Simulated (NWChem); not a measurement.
System: Sr

Spin-orbit effects, on the heavy nuclei and on their neighbours, are missing.

**Question.** Give the principal values of the shielding tensors (ppm) of Sr1 from PBE0/x2c-SVPall-s, scalar ZORA without spin-orbit coupling, GIAO (NWChem), with their diamagnetic and paramagnetic parts as GIAO splits them.

**Answer.** 
```csv
atom,σ11,σ22,σ33,isotropic,diamagnetic,paramagnetic
Sr1,3495.2,3495.2,3495.2,3495.2,3476.7,18.4
```
